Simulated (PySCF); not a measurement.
## Tungsten: a sound run and one with changed settings

Sound run: W [Xe] 4f14 5d4 6s2, W+ [Xe] 4f14 5d4 6s1. All numbers are calculated (PySCF 2.14, a scalar-relativistic core potential, in aug-cc-pVDZ-PP with ECP60MDF). The sound run starts from symmetry-adapted Hartree-Fock orbitals and uses a fine grid where one is needed.

Changed run: initial guess minao, at most 50 SCF cycles.

| species | method | sound run (hartree) | changed run (hartree) | converged |
| --- | --- | --- | --- | --- |
| W | UHF | -66.67586 | -66.51935 | yes |
| W | MN15 | -67.19793 | -67.20141 | yes |
| W | M06-2X | -67.18558 | -67.18991 | yes |
| W+ | UHF | -66.45871 | -66.44328 | yes |
| W+ | MN15 | -66.90637 | -66.88653 | yes |
| W+ | M06-2X | -66.88408 | -66.86765 | yes |

The plain start fixes occupations by D2h representation alone, and W at MN15, W at M06-2X, W+ at UHF, W+ at MN15, W+ at M06-2X landed in another state (other ⟨L²⟩ or ⟨S²⟩).
